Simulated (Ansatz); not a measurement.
Molecule: sum formula BOBr$_{2}$, charge 0, multiplicity 2. It need not be the lowest isomer of its formula. SMILES: [O]B(Br)Br
Coordinates optimised at B3LYP-D3(BJ)/def2-TZVP (Ansatz, a first-principles code):
```
B
O 1 1.3023
Br 1 1.9260 2 117.45
Br 1 1.9260 2 117.45 3 -180.00
```
Charge 0, spin multiplicity 2.

Property: atomisation energy (electronic, to ground-state atoms), in kcal/mol. Cores are frozen in the correlated levels unless marked. UHF or UKS for open shells. Spin-orbit coupling is left out. Frozen are the shells of the preceding noble gas and the d and f shells that filled before the atom's block. Non-relativistic. The coupled-cluster limit lacks core correlation, which all-electron functionals hold. CBS(X,Y): correlation extrapolated as X^-3; Hartree-Fock from the larger set (for Q and 5 zeta extrapolated as (X+1)exp(-9√X)).

```
level                         program  atomisation energy (kcal/mol)
---------------------  --------------  -----------------------------
LC-wPBE-D4/def2-TZVPD  Ansatz + dftd4                          314.2
PBE-QIDH/def2-TZVPD            Ansatz                          313.1
MP2/aug-cc-pVDZ                Ansatz                          297.5
RI-MP2/aug-cc-pVQZ             Ansatz                          318.6
```

**Question.** Predict the CCSD(T)/CBS(cc-pVQZ,cc-pV5Z) result (Ansatz).

**Answer.** 309.4 kcal/mol, so RI-MP2/aug-cc-pVQZ differs from it by 9.2 kcal/mol.
